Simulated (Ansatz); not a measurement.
CH$_{7}$AlN$_{2}$, 11 atoms. Total charge 0; spin multiplicity 1. The bonds changed during the relaxation, so this is another structure than the one it started from. All runs use 2 threads of an Arm Neoverse V1 on a shared host. Correlated methods freeze the cores.

(1) Give the basis size and wall time and peak host memory of each of these runs in Ansatz. RHF-MP2/def2-QZVPP energy; RHF-CCSD(T)/def2-TZVPP energy; RKS revPBE-D4/def2-TZVPP energy; RKS PBE0-D4/def2-QZVPP energy; RKS ωB97M-V/def2-SVP energy; RKS ωB97M-V/def2-QZVPP energy; RHF-CCSD(T)/def2-SVP energy; RKS PBE0-D4/def2-SVP energy; RKS LC-ωPBE/def2-TZVPP energy; RKS PBE0-D4/def2-TZVP frequencies; RKS PBE0-D4/def2-TZVP relaxation (7 steps); RKS PBE0-D4/def2-TZVPP energy. (Best estimate.)

Answers

(1) Computed: Other jobs shared the machine, so times are rough.

```csv
level,job,functions,wall time,peak host memory (GiB)
RKS PBE0-D4/def2-SVP,energy,95,1.4 s,0.42
RKS revPBE-D4/def2-TZVPP,energy,233,2.9 s,0.26
RKS LC-ωPBE/def2-TZVPP,energy,233,3.6 s,0.42
RKS PBE0-D4/def2-TZVPP,energy,233,3.9 s,0.46
RHF-CCSD(T)/def2-SVP,energy,95,4.3 s,0.42
RKS ωB97M-V/def2-SVP,energy,95,6 s,0.42
RKS PBE0-D4/def2-QZVPP,energy,451,12 s,1.2
RKS ωB97M-V/def2-QZVPP,energy,451,27 s,1.5
RHF-MP2/def2-QZVPP,energy,451,29 s,2.5
RKS PBE0-D4/def2-TZVP,relaxation (7 steps),172,31 s,0.37
RKS PBE0-D4/def2-TZVP,frequencies,172,3 min,0.42
RHF-CCSD(T)/def2-TZVPP,energy,233,7.1 min,1.7
```

LC-ωPBE has ω = 0.4 bohr⁻¹.
